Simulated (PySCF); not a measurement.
Compound: C₆H₁₂F (doublet state).
Z-matrix (Å and degrees, GFN2-xTB geometry), rows numbered from 1:
```
C 
C   1  1.5400
C   2  1.4859  1  112.91
C   3  1.4846  2  119.70  1  -100.15
C   3  1.4854  2  120.12  1    71.80
C   5  1.5370  3  112.43  2  -105.45
F   6  1.3756  5  110.22  3  -177.84
H   1  1.0872  2  110.30  3    57.74
H   1  1.0867  2  110.57  3   -62.51
H   1  1.0874  2  110.09  3   177.67
H   2  1.0954  1  107.62  3   121.67
H   2  1.0918  1  108.51  3  -121.62
H   4  1.0966  3  111.61  2    69.13
H   4  1.0875  3  111.15  2  -170.30
H   4  1.0920  3  110.82  2   -49.37
H   5  1.0916  3  110.45  2    15.73
H   5  1.0968  3  110.55  2   135.37
H   6  1.0937  5  111.54  3    63.76
H   6  1.0940  5  111.34  3   -59.62
```

The hyperfine couplings belong to this conformer and change with its torsions.

As a line formula: `CC[C](C)CCF` [radical].

Computed with UKS B3LYP, pcH-1 on C F H, non-relativistic, mean-field spin-orbit, GIAO in PySCF. Isolated species at its GFN2-xTB geometry (one conformer only). Couplings are sensitive to structure, and on GFN2-xTB geometries they can be far from those on DFT ones. No stability test was run, so a lower SCF solution isn't excluded.

Problem. Break the g tensor into its mass correction, gauge correction and orbital-Zeeman/spin–orbit terms.

Solution. 
```
                    Δg (ppm)     1     2     3
relativistic mass correction  -153  -153  -153
            gauge correction    -1    38    34
   orbital Zeeman/spin–orbit   -25   554   705
                       total  -179   439   587
```

So g = 2.00214, 2.00276, 2.00291 and g_iso = 2.00260; the tensor is rhombic: the two nearest values differ by 19 % of g3 − g1. Axes: g2 points within 8° of the C3–C4 bond.

Problem. Average each term over the three axes. Which is largest in size?

Solution. The orbital-Zeeman/spin–orbit term 411, the mass correction -153 and the gauge correction 24 ppm, for a total of 282 ppm. The orbital-Zeeman/spin–orbit term is the largest in size. The mass correction is the same along every axis, so the anisotropy comes from the other two: their spans along these axes are 39 (gauge) and 730 ppm (orbital Zeeman/spin–orbit).

Problem. At 9.609 GHz, how far is the centre of the isotropic spectrum from where a free electron (g = 2.002319) resonates?

Solution. B = hν/(g μB) with μB/h = 13.99624 MHz/mT gives 342.87 mT for the free electron and 342.82 mT at g_iso, 0.05 mT lower.

Problem. What are the electron Larmor frequencies g μB B/h along the three axes at 1200 mT?

Solution. 33.6269, 33.6373, 33.6398 GHz for g1, g2 and g3, a range of 12.9 MHz.

Problem. In a frozen sample, at which fields do the three g values resonate at 9.5, 34, 94 and 263 GHz (hyperfine left aside), and which band first spreads them over more than twice a line width of 1.0 mT?

Solution. 
| band | GHz | B(g3) mT | B(g2) mT | B(g1) mT | spread mT |
| --- | --- | --- | --- | --- | --- |
| X | 9.5 | 338.88 | 338.91 | 339.01 | 0.13 |
| Q | 34.0 | 1212.85 | 1212.94 | 1213.31 | 0.46 |
| W | 94.0 | 3353.17 | 3353.42 | 3354.45 | 1.28 |
| J | 263.0 | 9381.75 | 9382.44 | 9385.33 | 3.59 |

The spread grows in proportion to the frequency. J band is the first where it exceeds 2.0 mT.

The largest Mulliken spin populations are on C3 (+0.98), C4 (-0.08), C5 (-0.08) and C2 (-0.08). No atom but C3 exceeds +0.15. The angles at C3 add up to 359.5°, so it is planar.

The HOMO–LUMO gaps are 5.82 eV among the α and 7.55 eV among the β orbitals.
